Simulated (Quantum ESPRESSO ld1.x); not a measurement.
The thulium ion Tm4+, 65 electrons, occupied as [Xe] 4f10.75 6p0.25 (fractional occupations, a model configuration). All-electron calculation, scalar-relativistic Kohn-Sham, LDA (Slater exchange, Perdew-Wang correlation), spin-polarised, spherical densities, point nucleus; open shells are filled with parallel spins first. Program: ld1.x of Quantum ESPRESSO 7.5.

Normalised radial functions P(r) = r R(r), r in bohr:

```
   r/bohr * 5p up (the largest magnitude, 0.963, reaches the edge; | marks zero)
0.0007273                             *
0.0009858                             *
 0.001325                             *
 0.001796                             *
 0.002434                             *
 0.003273                             *
 0.004436                             *
 0.006011                             |*
 0.008082                             |*
  0.01095                             | *
  0.01484                             |  *
  0.02012                             |   *
  0.02705                             |     *
  0.03666                             |      *
  0.04968                             |      *
   0.0668                             |   *
  0.09053                            *|
   0.1227                      *      |
    0.165                   *         |
   0.2236                         *   |
    0.303                             |       *
   0.4073                             |              *
   0.5521                             |      *
   0.7482                  *          |
    1.006   *                         |
    1.363  *                          |
    1.848            *                |
    2.484                      *      |
    3.367                           * |
    4.563                             *
    6.134                             *
    8.314                             *
```

5p up: eigenvalue -75.315 eV, 3 radial nodes at r = 0.0862, 0.252, 0.629 bohr, <r> = 1.35 bohr, 90 % of the charge inside 1.95 bohr.
